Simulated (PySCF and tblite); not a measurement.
3-formyl-1-fluorobenzene, C₇H₅FO, numbered as in [O:1]=[CH:2][c:3]1[cH:4][cH:5][cH:6][c:7]([F:8])[cH:9]1. Level: CAM-B3LYP-D3(BJ)/def2-TZVP (IEF-PCM, chloroform)//PBE0-D3(BJ)/def2-SVP, thermal terms from GFN2-xTB, symmetry numbers and mirror pairs counted. Conformers within 3 kcal/mol (GFN2-xTB free energy) were kept, 8 at most. GIAO shieldings: wB97X-D/pcSseg-1 (IEF-PCM, chloroform). Couplings: B3LYP/pcSseg-1 with pcJ-1 on H, F (gas phase; spin-dipole term only for pairs with B, N, F, Si or P). Shifts are against TMS (¹H), TMS (¹³C), CFCl3 (¹⁹F) at the same level. Programs: PySCF with density fitting and tblite.

Torsions listed: O1–C2–C3–C4.

Two conformers hold nearly all the population. I: 1°; δ(C9) = 128.33 ppm. II: 180°; δ(C9) = 120.54 ppm. The average over the ensemble at 298.15 K is 123.71 ppm.

Q: What populations and free-energy difference follow from a two-state model?

A: p(I) = (123.71 − 120.54)/(128.33 − 120.54) = 0.41, so K = p(II)/p(I) = 1.46 and G(II) − G(I) = −RT ln K = -0.22 kcal/mol. The weights computed directly are 40.7 % and 59.3 %.
